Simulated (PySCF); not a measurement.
Se⁺ (selenium, charge +1) across methods

[Ar] 3d10 4s2 4p3, high-spin 4S determinant. Calculation: PySCF 2.14, in aug-cc-pVDZ-DK (6s5p3d, 36 functions); the spin-free X2C one-electron Hamiltonian (Gaussian nucleus).

| method | E (hartree) | mean ε 4s α (eV) | mean ε 4s β (eV) | mean ε 4p α (eV) | Σ⟨r²⟩ (bohr²) | ⟨S²⟩ |
| --- | --- | --- | --- | --- | --- | --- |
| wB97X | -2429.409 | -33.080 | -29.231 | -20.136 | 30.72 | 3.750 |
| PBE0 | -2429.075 | -30.322 | -26.241 | -17.861 | 30.84 | 3.750 |
| LC-wPBE | -2429.069 | -33.802 | -29.365 | -20.728 | 30.75 | 3.751 |
| LDA | -2425.751 | -28.012 | -25.566 | -16.465 | 30.85 | 3.750 |
| UHF | -2427.64781 | -36.707 | -28.281 | -21.423 | 31.15 | 3.751 |
| PW91 | -2429.540 | -27.965 | -25.180 | -16.461 | 30.84 | 3.750 |
| r2SCAN | -2429.333 | -28.945 | -25.142 | -16.946 | 30.75 | 3.750 |
| PBEsol | -2427.326 | -27.896 | -25.079 | -16.404 | 30.84 | 3.750 |

(1) Estimate the same row for PBE.

Results:

(1) E (hartree) = -2429.025; mean ε 4s α (eV) = -27.899; mean ε 4s β (eV) = -25.091; mean ε 4p α (eV) = -16.421; Σ⟨r²⟩ (bohr²) = 30.88; ⟨S²⟩ = 3.750.
